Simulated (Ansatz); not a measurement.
Total energies of `[F][GeH2][F]`.

Cartesian coordinates in Å:
```
F -0.939 1.246 -0.564
Ge -0.040 -0.091 0.050
F 1.608 0.288 -0.286
H -0.414 -1.325 -0.768
H -0.216 -0.118 1.567
```

The species carries charge 0 and has multiplicity 1. Correlated methods include outer-core shells of Ge, which these sets cover unevenly. Scalar relativity is left out up to krypton. Geometry: relaxed with PBE0-D4/def2-TZVP. Basis def2-TZVPP, Ansatz.

RPA on PBE orbitals: Hartree–Fock energy of these orbitals -2275.51678 Eh, correlation -1.15036 Eh (frozen core).

| functional | energy without D4 (Eh) | D4 term (kJ/mol) |
| --- | --- | --- |
| revPBE | -2277.81951 | -18.1 |
| BLYP | -2278.09232 | -12.9 |
| B97M-V | -2277.59365 | – |
| PBE0 | -2277.59696 | -4.7 |
| B3LYP | -2278.10138 | -9.3 |
| r2SCANh | -2277.94254 | -1.3 |
| r2SCAN0 | -2277.91480 | -1.5 |
| HSE06 (plane-wave form) | -2277.58942 | -4.3 |
| BHLYP | -2277.96100 | -6.9 |
| CAM-B3LYP | -2278.13233 | -4.7 |
| LC-ωPBE | -2277.67614 | – |
| ωB97X-V | -2277.79525 | – |
| ωB97M-V | -2277.88356 | – |
| PBE-QIDH | -2277.25132 | – |

(1) Give the same for LDA (SPW92), PBE, r2SCAN, B2PLYP. (Best estimate.)

B3LYP takes the VWN-RPA correlation (the form of Gaussian; ORCA's B3LYP/G). HSE06 is the plane-wave form, built on full-range PBE exchange. The double hybrids freeze the cores in their second-order part.

Answers

(1) Ansatz gave: 
```tsv
functional	energy without D4 (Eh)	D4 term (kJ/mol)
LDA (SPW92)	-2273.60585	–
PBE	-2277.54311	-5.7
r2SCAN	-2277.96196	-1.3
B2PLYP	-2277.58178	–
```

LC-ωPBE has ω = 0.4 bohr⁻¹.
